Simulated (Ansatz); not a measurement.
Born–Oppenheimer molecular dynamics of ClGeH3N (6 atoms, charge 0, multiplicity 2). It starts at the highest image of a converged band. Of that band: Neighbouring images differ by up to 2.0 eV, so the band resolves the path poorly. A vibrational analysis at the climbing image gives one clearly imaginary mode, 1662i cm⁻¹: a first-order saddle point.

Method: UKS PBE0/def2-SVP in Ansatz 0.2.0.

```yaml
ensemble: NVE (velocity Verlet)
time_step: 0.5 fs
steps_asked: 200
starting_velocities_drawn_for: 300 K
seed: 8257
```

First frame:

```xyz
6
Properties=species:S:1:pos:R:3
N -0.253 0.503 -1.188
Ge 0.226 0.084 0.529
Cl 0.780 -1.949 1.042
H -1.248 0.570 0.012
H -0.678 -0.330 -1.622
H 1.215 1.058 1.182
```

Q: How far do the bonds stretch over the last three quarters of this one trajectory? (Pairs bonded in most of those frames.)

A: 
```tsv
bond	mean (Å)	spread (Å)	shortest	longest
N1–Ge2	1.875	0.048	1.79	1.93
N1–H5	1.033	0.004	1.03	1.04
Ge2–Cl3	2.203	0.030	2.16	2.25
Ge2–H4	1.571	0.063	1.45	1.67
Ge2–H6	1.556	0.025	1.51	1.61
```

Mean temperature of the second half: 1392 K. The conserved energy stayed within 0.17 meV per atom of its start (net change -0.043 meV per atom), so the integration is sound. The system heated up, since it started high on the potential surface and ran downhill. A run of 0.1 ps of so small a system gives no equilibrium averages.

The run took 4.7 min on 2 threads of Intel(R) Xeon(R) 6975P-C (Granite Rapids) (shared host), peak memory 0.23 GiB.
